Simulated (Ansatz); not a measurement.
CH$_{3}$BF$_{2}$ (`FBCF`), 7 atoms. The species carries charge 0 and has multiplicity 1. All runs use 2 threads of an Arm Neoverse V1 on a shared host. Correlated methods freeze the cores. Open-shell runs search over several starts.

Give the basis size and wall time and peak host memory of each of these runs in Ansatz. UKS ωB97X-V/def2-TZVPP energy of the cation; RKS ωB97X-V/def2-TZVPP energy; RHF-CCSD(T)/def2-TZVPP energy; RKS PBE0-D4/def2-SVP energy; UKS PBE-D4/def2-TZVPP energy of the cation; UHF-MP2/def2-QZVPP energy of the cation; RHF-CCSD(T)/def2-SVP energy; UKS PBE0-D4/def2-TZVPP energy of the cation; direct RPA on PBE orbitals/def2-TZVPP energy; UKS B2PLYP (frozen core)/def2-TZVPP energy of the cation; UKS r2SCAN-D4/def2-TZVPP energy of the cation; UKS ωB97M-V/def2-TZVPP energy of the cation. (Estimate.)

The calculation gave: Other jobs shared the machine, so times are rough.

```
                                level                   job  functions  wall time  peak host memory (GiB)
                 RKS PBE0-D4/def2-SVP                energy         71      0.7 s                    0.12
                 RHF-CCSD(T)/def2-SVP                energy         71      1.7 s                    0.19
direct RPA on PBE orbitals/def2-TZVPP                energy        166      2.9 s                    0.26
                UKS PBE-D4/def2-TZVPP  energy of the cation        166      3.7 s                     0.2
               UKS PBE0-D4/def2-TZVPP  energy of the cation        166      3.9 s                    0.33
               RKS ωB97X-V/def2-TZVPP                energy        166      5.5 s                    0.33
  UKS B2PLYP (frozen core)/def2-TZVPP  energy of the cation        166      6.5 s                    0.37
             UKS r2SCAN-D4/def2-TZVPP  energy of the cation        166      6.5 s                    0.23
               UKS ωB97X-V/def2-TZVPP  energy of the cation        166       11 s                    0.45
               UKS ωB97M-V/def2-TZVPP  energy of the cation        166       15 s                     0.5
                   UHF-MP2/def2-QZVPP  energy of the cation        318       27 s                     1.1
               RHF-CCSD(T)/def2-TZVPP                energy        166       34 s                     1.5
```
